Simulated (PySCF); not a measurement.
## Radial density of Pd (palladium, neutral)

r2SCAN, [Kr] 4d10, closed-shell 1S. Computed with PySCF 2.14 in def2-TZVP with the def2 core potential (28 electrons), with scalar relativity through the core potential. This is the valence pseudo-density: the core potential removes the inner electrons and smooths the orbitals near the nucleus.

```json
{"r (bohr)": "0.0339", "4πr²ρ (e/bohr)": "1.120e-05"}
{"r (bohr)": "0.0569", "4πr²ρ (e/bohr)": "5.065e-05"}
{"r (bohr)": "0.0958", "4πr²ρ (e/bohr)": "0.0003783"}
{"r (bohr)": "0.161", "4πr²ρ (e/bohr)": "0.004589"}
{"r (bohr)": "0.271", "4πr²ρ (e/bohr)": "0.08157"}
{"r (bohr)": "0.456", "4πr²ρ (e/bohr)": "1.981"}
{"r (bohr)": "0.767", "4πr²ρ (e/bohr)": "14.56"}
{"r (bohr)": "1.29", "4πr²ρ (e/bohr)": "11.95"}
{"r (bohr)": "2.17", "4πr²ρ (e/bohr)": "2.664"}
{"r (bohr)": "3.65", "4πr²ρ (e/bohr)": "0.3458"}
{"r (bohr)": "6.14", "4πr²ρ (e/bohr)": "0.003344"}
```

Energies and moments cover only the electrons outside the core potential.
